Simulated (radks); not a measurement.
Question: The mean radii <r> (bohr) of the occupied orbitals of an atom or ion are listed with their occupations. All-electron calculation, Dirac Kohn-Sham, PBE, spin-unpolarised, spherical densities, finite nucleus; Fermi nuclear charge, rms radius of each element as measured or else 0.836 A^(1/3) + 0.57 fm. Program: a radial shooting solver on a logarithmic mesh with Libxc functionals.

| orbital | occ. | <r> |
|---|---|---|
| 1s1/2 | 2 | 0.03263 |
| 2s1/2 | 2 | 0.1416 |
| 2p1/2 | 2 | 0.1203 |
| 2p3/2 | 4 | 0.1252 |
| 3s1/2 | 2 | 0.3903 |
| 3p1/2 | 2 | 0.3829 |
| 3p3/2 | 4 | 0.3936 |
| 3d3/2 | 4 | 0.3681 |
| 3d5/2 | 6 | 0.3716 |
| 4s1/2 | 2 | 0.9664 |
| 4p1/2 | 2 | 1.034 |
| 4p3/2 | 4 | 1.061 |
| 4d3/2 | 2 | 1.301 |
| 4d5/2 | 3 | 1.311 |

Name the element and its charge. Open shells, if any, are shared by 2j + 1.

Answer: Z = 45, rhodium, charge +4: Rh4+ in [Kr] 4d5. The 1s radius gives Z: for a bare nucleus <r> = (2 gamma + 1)/(2Z) with gamma = sqrt(1 - (Z/c)^2), 0.0321 bohr for Z = 45, and screening makes it slightly larger (0.03263 here). The occupations add up to 41, and the charge is Z minus that.
